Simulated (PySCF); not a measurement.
C₈H₉P.
Atom-mapped SMILES: `[cH:1]1[cH:2][cH:3][c:4]([CH:5]2[CH2:6][CH2:7]2)[p:8][cH:9]1` (hydrogens: H10 on C1; H11 on C2; H12 on C3; H13 on C5; H14, H15 on C6; H16, H17 on C7; H18 on C9)

Cartesian coordinates in Å at the PBE0-D3(BJ)/def2-SVP level; atoms count from 1:
```xyz
18
C8H9P angstrom
C      2.6937   -0.1767   -0.3351
C      2.0824    0.9239    0.2622
C      0.7032    1.0208    0.4434
C     -0.2244    0.0499    0.0592
C     -1.6631    0.3122    0.3270
C     -2.6090   -0.8015    0.7102
C     -2.7385   -0.1556   -0.6248
P      0.2480   -1.4543   -0.7206
C      1.9685   -1.2693   -0.7981
H      3.7830   -0.1781   -0.4420
H      2.7090    1.7512    0.6054
H      0.3165    1.9272    0.9235
H     -1.8456    1.2764    0.8124
H     -3.3593   -0.5877    1.4760
H     -2.1853   -1.8098    0.7543
H     -2.4027   -0.7186   -1.5015
H     -3.5817    0.5153   -0.8092
H      2.5181   -2.0988   -1.2563
```

All values: PBE0/pcSseg-1 and CAM-B3LYP/def2-SVPD (PySCF, non-relativistic), on one gas-phase PBE0-D3(BJ)/def2-SVP geometry that isn't relaxed in the solvent. The solvent is an IEF-PCM continuum (van der Waals radii × 1.2). Specific hydrogen bonds and non-electrostatic terms are outside this model.

Gas phase at PBE0/pcSseg-1: HOMO -6.72 eV, LUMO -1.45 eV, dipole 1.46 D.

What does the continuum do to the energy, the frontier levels and the dipole at PBE0/pcSseg-1 in cyclohexane and chloroform?

```json
{"solvent": "cyclohexane", "ε": "2.017", "E(solvent) − E(gas) (kcal/mol)": "-1.37", "polarisation term (kcal/mol)": "-1.44", "distortion of the solute (kcal/mol)": "0.07", "HOMO (eV)": "-6.72", "LUMO (eV)": "-1.46", "dipole (D)": "1.70"}
{"solvent": "chloroform", "ε": "4.711", "E(solvent) − E(gas) (kcal/mol)": "-2.59", "polarisation term (kcal/mol)": "-2.87", "distortion of the solute (kcal/mol)": "0.28", "HOMO (eV)": "-6.75", "LUMO (eV)": "-1.50", "dipole (D)": "1.93"}
```

The polarisation term is half the interaction of the solute with the surface charges that it induces; the rest is the cost of distorting the solute's density. The sum is the electrostatic part of solvation alone. From cyclohexane to chloroform the lowering changes by a factor 1.89, Onsager's factor (ε − 1)/(2ε + 1) by 1.76 and ε itself by 2.3.

Which radius a makes the point-dipole formula ΔE = −[(ε − 1)/(2ε + 1)]·μ²/a³ give the value in chloroform, with the gas-phase dipole?

μ = 0.576 au and |ΔE| = 0.00413 Eh give a = 1.62 Å; the farthest nucleus lies 4.01 Å from the centroid of the nuclei, so such a sphere wouldn't even hold the nuclei. The formula assumes a rigid point dipole at the centre of a sphere.

Give the dipole vector in the frame of the coordinates (D, pointing from negative to positive charge), gas and chloroform.

Gas (0.18, 1.31, 0.62), solvent (0.29, 1.72, 0.82). Its length changes by +32 % and its direction by 1°.

Which IAO charges (PBE0/pcSseg-1) respond most in chloroform (means over atoms taken as equivalent)?

```csv
atoms,environment,gas (e),solvent (e),change
P8,phosphorus bonded to 2 C,+0.316,+0.293,-0.023
H12,aromatic hydrogen,+0.143,+0.153,+0.010
H11,aromatic hydrogen,+0.153,+0.163,+0.010
H10,aromatic hydrogen,+0.151,+0.160,+0.009
H13,methine hydrogen,+0.140,+0.148,+0.008
H18,aromatic hydrogen,+0.162,+0.170,+0.008
C3,aromatic CH carbon,-0.142,-0.148,-0.006
H14/H17,methylene hydrogen,+0.149,+0.155,+0.006
C1,aromatic CH carbon,-0.141,-0.147,-0.006
C9,aromatic CH carbon,-0.367,-0.371,-0.004
C6/C7,three-membered-ring carbon,-0.278,-0.282,-0.004
C5,benzylic-type carbon,-0.131,-0.135,-0.004
```

Gas phase at CAM-B3LYP/def2-SVPD: HOMO -7.81 eV, LUMO -0.40 eV, dipole 1.37 D.

What does the continuum do to the energy, the frontier levels and the dipole at CAM-B3LYP/def2-SVPD in chloroform?

```tsv
solvent	ε	E(solvent) − E(gas) (kcal/mol)	polarisation term (kcal/mol)	distortion of the solute (kcal/mol)	HOMO (eV)	LUMO (eV)	dipole (D)
chloroform	4.711	-2.28	-2.55	0.27	-7.82	-0.42	1.84
```

How does the static polarisability (CAM-B3LYP/def2-SVPD, frozen core, with the continuum's full static response) change?

| medium | isotropic (au) | principal values (au) | ⟨r²⟩ of the electrons (bohr²) |
| --- | --- | --- | --- |
| gas | 116.0 | 77.7, 118.6, 151.5 | 1423.6 |
| chloroform | 151.6 | 100.2, 160.3, 194.1 | 1422.2 |

The isotropic value in chloroform is 1.31 times the gas-phase one; no cavity-field correction is applied. ⟨r²⟩ is taken about the centre of nuclear charge.

The run took 45 s wall on one thread of an Intel Xeon Platinum 8488C, shared host with 192 logical CPUs at a one-minute load of 95, and the process peaked at 1.2 GiB of memory. This is the whole shielding run at PBE0/pcSseg-1 in chloroform, SCF included.
